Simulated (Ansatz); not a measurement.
Reaction (silylene formation by 1,1-elimination): `C[SiH2]S[SiH](Cl)Cl` → `S[SiH](Cl)Cl` + `C[SiH]`

Isolated molecules relaxed with PBE0-D4/def2-TZVP in Ansatz; ΔE leaves out vibrations. CCSD(T)/CBS is the MP2 limit (def2-TZVPP, def2-QZVPP) plus CCSD(T) − MP2 in def2-TZVPP, frozen cores. This one scheme is used for every species. Functionals use def2-TZVPP. B3LYP here is the variant with VWN-RPA as its local correlation; programs differ in this. Each species was taken in one conformer, which may not be the lowest.

| level | ΔE (kcal/mol) |
| --- | --- |
| PBE-D4 | 73.8 |
| B3LYP-D4 | 72.5 |
| r2SCAN | 76.6 |
| HF/def2-QZVPP | 66.9 |

Q: What does CCSD(T)/CBS give? (Estimate.)

A: Computed: +73.7 kcal/mol. The listed levels differ from it by 0.1, -1.2, 2.9, -6.8 kcal/mol.

Largest T1 diagnostic among the species: 0.012.

In def2-TZVPP, CCSD(T) changes the Hartree–Fock value by +4.7 kcal/mol (the triples alone add +1.5 kcal/mol) and MP2 by +10.8 kcal/mol. The D4 term adds +6.4 kcal/mol with B3LYP and +3.7 kcal/mol with PBE0; it sums over pairs of atoms, weighted by their polarisabilities, and B3LYP, whose exchange is more repulsive, gets the larger term.
